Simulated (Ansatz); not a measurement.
Consider the redistribution: `COB(C)N` + `[SiH3][SnH2][Cl]` → `COB(N)[SiH3]` + `[CH3][SnH2][Cl]`.

Program: Ansatz. Geometries: PBE0-D4/def2-TZVP. ΔE: electronic, gas phase. CBS: MP2 limit from def2 TZ/QZ plus the TZ coupled-cluster correction, frozen cores. DFT in def2-TZVPP. B3LYP here is the variant with VWN-RPA as its local correlation; programs differ in this. def2 core potentials past Kr. For Sn outer-core shells are correlated without core-valence functions, which leaves a few kJ/mol of doubt a bond. One conformer a species, not always the lowest.

| level | ΔE (kJ/mol) | difference from CCSD(T)/CBS |
| --- | --- | --- |
| PBE-D4 | 57.3 | -0.8 |
| r2SCAN-D4 | 61.2 | 3.1 |
| PBE0-D4 | 61.4 | 3.3 |
| B3LYP-D4 | 60.8 | 2.7 |
| ωB97X-V | 58.5 | 0.4 |
| ωB97M-V | 61.1 | 3.0 |
| r2SCAN | 61.4 | 3.3 |
| PBE0 | 61.9 | 3.8 |
| B3LYP | 61.9 | 3.8 |
| SCS-MP2/def2-TZVPP | 55.6 | -2.5 |
| HF/def2-QZVPP | 68.0 | 9.9 |
| MP2/def2-QZVPP | 58.1 | 0.0 |
| SCS-MP2/def2-QZVPP | 57.2 | -0.9 |
| HF/CBS(def2) | 68.0 | 9.9 |
| MP2/CBS(def2) | 59.3 | 1.2 |
| CCSD/CBS(def2) | 61.0 | 2.9 |
| CCSD(T)/CBS | 58.1 | 0 |

Largest T1 diagnostic among the species: 0.013.

In def2-TZVPP, CCSD(T) changes the Hartree–Fock value by −13.0 kJ/mol (the triples alone add −2.9 kJ/mol) and MP2 by −11.7 kJ/mol. From PBE to PBE0 (25 % exact exchange), in def2-TZVPP and without D4, ΔE moves by +4.0 kJ/mol.
